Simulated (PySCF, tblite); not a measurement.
Compound: C4H8ClFSi2.
Numbering: `[F:1][SiH2:2][SiH2:3][C:4]1=[C:5]([Cl:6])[CH2:7][CH2:8]1` (hydrogens: H9, H10 on Si2; H11, H12 on Si3; H13, H14 on C7; H15, H16 on C8)

Cartesian coordinates in Å at the GFN2-xTB level; atoms count from 1:
```
atom  x, y, z in Å
F1     4.2072   -0.1461   -0.1426
Si2    2.7671    0.5928   -0.1146
Si3    1.1842   -1.0789   -0.0133
C4    -0.5081   -0.3024    0.1725
C5    -0.9916    0.9447    0.1195
Cl6   -0.2682    2.4729   -0.1325
C7    -2.4245    0.5849    0.3612
C8    -1.8948   -0.8691    0.4299
H9     2.8879    1.4636    1.0510
H10    2.8076    1.3952   -1.3331
H11    1.3371   -2.0055    1.1214
H12    1.1232   -1.9290   -1.2156
H13   -3.1031    0.7935   -0.4641
H14   -2.8534    0.9692    1.2848
H15   -2.2661   -1.5249   -0.3537
H16   -2.0121   -1.3518    1.3973
```

Level of theory: CAM-B3LYP/def2-SVPD in PySCF (dipole) on a GFN2-xTB geometry, gas phase.

Take the most abundant isotopes and a rigid rotor. The values belong to one conformer with, in the numbering `[F:1][SiH2:2][SiH2:3][C:4]1=[C:5]([Cl:6])[CH2:7][CH2:8]1`, F1–Si2–Si3–C4 175°, Si2–Si3–C4–C5 8°.

Problem. Give the principal moments of inertia and the rotational constants in MHz.

Solution. Ia = 267.47, Ib = 721.08, Ic = 968.86 u·Å²; 505379 MHz·u·Å²/I gives A = 1889, B = 700.9, C = 521.6 MHz.

Problem. What kind of rotor is it?

Solution. An asymmetric top: κ = (2 × 700.9 − 1889 − 521.6)/(1889 − 521.6) = -0.74.

Problem. What does the inertial defect say?

Solution. Not planar: Δ = Ic − Ia − Ib = -19.69 u·Å². For a rigid frame Δ = −2 Σ m c², so Σ m c² = 9.85 u·Å² lies off the ab plane: 8.94 from hydrogen and 0.90 from heavier atoms. The atom farthest from that plane is 1.39 Å away.

Problem. Where do the levels up to J = 5 lie, in MHz?

Solution. Above 0(0,0):
J = 1: 1(0,1) 1222, 1(1,1) 2411, 1(1,0) 2590
J = 2: 2(0,2) 3649, 2(1,2) 4677, 2(1,1) 5215, 2(2,1) 8780, 2(2,0) 8799
J = 3: 3(0,3) 7242, 3(1,3) 8064, 3(1,2) 9138, 3(2,2) 12448, 3(2,1) 12541, 3(3,1) 18850, 3(3,0) 18852
J = 4: 4(0,4) 11956, 4(1,4) 12562, 4(1,3) 14345, 4(2,3) 17323, 4(2,2) 17592, 4(3,2) 23774, 4(3,1) 23783, 4(4,1) 32692, 4(4,0) 32692
J = 5: 5(0,5) 17742, 5(1,5) 18156, 5(1,4) 20810, 5(2,4) 23394, 5(2,3) 23989, 5(3,3) 29939, 5(3,2) 29973, 5(4,2) 38846, 5(4,1) 38846, 5(5,1) 50311, 5(5,0) 50311
The levels of one J sum to (2J + 1)J(J + 1)(A + B + C)/3.

Problem. Which types of transition are allowed, and where do some lines up to J = 4 fall?

Solution. The dipole components are |μa| = 2.98 D, |μb| = 1.02 D, |μc| = 0.04 D. The squared components, which scale the intensities, stand as 1.00 : 0.12 : 0.00 (a : b : c). Some lines, for components of 0.1 D or more:

```json
{"type": "b", "branch": "R", "J(Ka,Kc)": "3(1,2) ← 2(2,1)", "MHz": "358", "lower level (cm⁻¹)": "0.293"}
{"type": "a", "branch": "Q", "J(Ka,Kc)": "2(1,1) ← 2(1,2)", "MHz": "538", "lower level (cm⁻¹)": "0.156"}
{"type": "a", "branch": "Q", "J(Ka,Kc)": "3(1,2) ← 3(1,3)", "MHz": "1074", "lower level (cm⁻¹)": "0.269"}
{"type": "a", "branch": "Q", "J(Ka,Kc)": "4(1,3) ← 4(1,4)", "MHz": "1784", "lower level (cm⁻¹)": "0.419"}
{"type": "a", "branch": "R", "J(Ka,Kc)": "2(0,2) ← 1(0,1)", "MHz": "2426", "lower level (cm⁻¹)": "0.041"}
{"type": "b", "branch": "Q", "J(Ka,Kc)": "4(2,2) ← 4(1,3)", "MHz": "3247", "lower level (cm⁻¹)": "0.479"}
{"type": "a", "branch": "R", "J(Ka,Kc)": "3(1,3) ← 2(1,2)", "MHz": "3387", "lower level (cm⁻¹)": "0.156"}
{"type": "b", "branch": "R", "J(Ka,Kc)": "2(1,2) ← 1(0,1)", "MHz": "3454", "lower level (cm⁻¹)": "0.041"}
{"type": "b", "branch": "Q", "J(Ka,Kc)": "2(2,0) ← 2(1,1)", "MHz": "3585", "lower level (cm⁻¹)": "0.174"}
{"type": "a", "branch": "R", "J(Ka,Kc)": "3(2,2) ← 2(2,1)", "MHz": "3667", "lower level (cm⁻¹)": "0.293"}
{"type": "b", "branch": "R", "J(Ka,Kc)": "4(0,4) ← 3(1,3)", "MHz": "3891", "lower level (cm⁻¹)": "0.269"}
{"type": "a", "branch": "R", "J(Ka,Kc)": "3(1,2) ← 2(1,1)", "MHz": "3924", "lower level (cm⁻¹)": "0.174"}
{"type": "b", "branch": "Q", "J(Ka,Kc)": "2(2,1) ← 2(1,2)", "MHz": "4104", "lower level (cm⁻¹)": "0.156"}
{"type": "a", "branch": "R", "J(Ka,Kc)": "4(1,4) ← 3(1,3)", "MHz": "4497", "lower level (cm⁻¹)": "0.269"}
{"type": "b", "branch": "Q", "J(Ka,Kc)": "4(2,3) ← 4(1,4)", "MHz": "4762", "lower level (cm⁻¹)": "0.419"}
{"type": "a", "branch": "R", "J(Ka,Kc)": "4(3,2) ← 3(3,1)", "MHz": "4924", "lower level (cm⁻¹)": "0.629"}
{"type": "a", "branch": "R", "J(Ka,Kc)": "4(2,2) ← 3(2,1)", "MHz": "5052", "lower level (cm⁻¹)": "0.418"}
{"type": "b", "branch": "Q", "J(Ka,Kc)": "3(3,0) ← 3(2,1)", "MHz": "6311", "lower level (cm⁻¹)": "0.418"}
{"type": "b", "branch": "R", "J(Ka,Kc)": "4(2,3) ← 3(1,2)", "MHz": "8185", "lower level (cm⁻¹)": "0.305"}
{"type": "b", "branch": "Q", "J(Ka,Kc)": "4(4,0) ← 4(3,1)", "MHz": "8909", "lower level (cm⁻¹)": "0.793"}
{"type": "b", "branch": "R", "J(Ka,Kc)": "3(3,1) ← 2(2,0)", "MHz": "10051", "lower level (cm⁻¹)": "0.294"}
{"type": "b", "branch": "R", "J(Ka,Kc)": "4(4,1) ← 3(3,0)", "MHz": "13840", "lower level (cm⁻¹)": "0.629"}
```

Its GFN2-xTB frequencies are all real (lowest 20 cm⁻¹). No vibrational averaging or centrifugal distortion is included, and the geometry carries the error of its method. Quadrupole hyperfine structure (35Cl) is left out.
